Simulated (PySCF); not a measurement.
**Zn²⁺ (zinc, charge +2) across methods**

[Ar] 3d9 4p1, one real determinant (an excited configuration). Calculation: PySCF 2.14, in aug-cc-pVTZ-PP with one added diffuse shell each of s, p, d, f, g type with ECP10MDF (7s7p6d4f3g, 113 functions); scalar relativity through the core potential.

```
 method  E (hartree)  mean ε 3d α (eV)  mean ε 3d β (eV)  mean ε 4p α (eV)  Σ⟨r²⟩ (bohr²)   ⟨S²⟩
    UHF   -224.49536           -52.577           -50.723           -21.765          19.93  2.001
    M06    -225.5207           -43.841           -42.205           -19.838          19.59  2.001
    PBE    -225.4718           -40.302           -38.981           -19.238          19.68  2.000
 r2SCAN    -225.3754           -40.623           -39.203           -19.474          19.59  2.001
wB97X-V    -225.4390           -45.917           -44.624           -21.931          19.72  2.000
   PBE0    -225.4384           -43.621           -42.181           -20.000          19.67  2.000
    LDA    -225.0374           -40.589           -39.148           -19.305          19.65  2.000
LC-wPBE    -225.5086           -45.850           -44.513           -22.453          19.63  2.000
```

⟨L²⟩ = 8.01 against 12 for a pure F term, so this real determinant mixes terms. Energies and moments cover only the electrons outside the core potential.
